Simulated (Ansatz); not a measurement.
Name a neutral molecule of C, Cl, S, Si and H with LUMO energy (PBE/def2-TZVPP) between -1.45 and -1.15 eV and HOMO–LUMO gap (PBE/def2-TZVPP) between 5.30 and 5.60 eV (Ansatz, PBE0-D4/def2-TZVP geometry).

`C[SiH2]S[SiH](Cl)Cl` (-1.21 eV, 5.41 eV). Other molecules can fit too; these were computed, each in one conformer that needn't be the lowest.
